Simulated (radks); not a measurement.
Results of a calculation; reference values are marked as such.
Q: The terbium ion Tb4+ is in [Xe] 4f7. Level of theory: scalar-relativistic Kohn-Sham, LDA (Slater exchange, Perdew-Wang correlation), spin-polarised, spherical densities, finite nucleus; Fermi nuclear charge, rms radius of each element as measured or else 0.836 A^(1/3) + 0.57 fm (a radial shooting solver on a logarithmic mesh with Libxc functionals). Open shells are filled with parallel spins first. One electron is removed from 4f, 4d, 5s, 5p in turn, with full relaxation. Which removal costs least, and what does each cost?

A: 4f 67.879 eV; 5p 74.243 eV; 5s 99.446 eV; 4d 208.32 eV. The 4f electron leaves first.
